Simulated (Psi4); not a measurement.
Intermolecular potential of C4H4S ··· CH4S (SMILES c1ccsc1 and CS). Monomers: optimised at B3LYP-D3(BJ) (def2-TZVP), held rigid. Orientation: lowest of the rigid-body minima from ten starts at GFN2-xTB. R is the distance of the centres of mass, along which the second monomer moves.

Level of theory: SAPT0/jun-cc-pVDZ, frozen core run with Psi4 1.11.

Components in kcal/mol:

| R / Å | electrostatics | exchange | induction | dispersion | total |
|---|---|---|---|---|---|
| 3.20 | -15.30 | 41.67 | -6.49 | -12.46 | 7.41 |
| 3.42 | -8.58 | 21.73 | -3.41 | -8.53 | 1.21 |
| 3.63 | -5.08 | 11.53 | -1.86 | -6.03 | -1.44 |
| 3.80 | -3.42 | 6.84 | -1.15 | -4.60 | -2.33 |
| 3.99 | -2.29 | 3.80 | -0.68 | -3.44 | -2.61 |
| 4.18 | -1.61 | 2.10 | -0.41 | -2.59 | -2.52 |
| 4.49 | -1.01 | 0.79 | -0.19 | -1.67 | -2.08 |
| 4.83 | -0.69 | 0.27 | -0.09 | -1.06 | -1.56 |
| 5.34 | -0.45 | 0.05 | -0.03 | -0.56 | -1.00 |
| 6.01 | -0.30 | 0.01 | -0.01 | -0.27 | -0.57 |
| 7.00 | -0.18 | 0.00 | -0.01 | -0.10 | -0.29 |
| 8.27 | -0.10 | 0.00 | 0.00 | -0.04 | -0.14 |
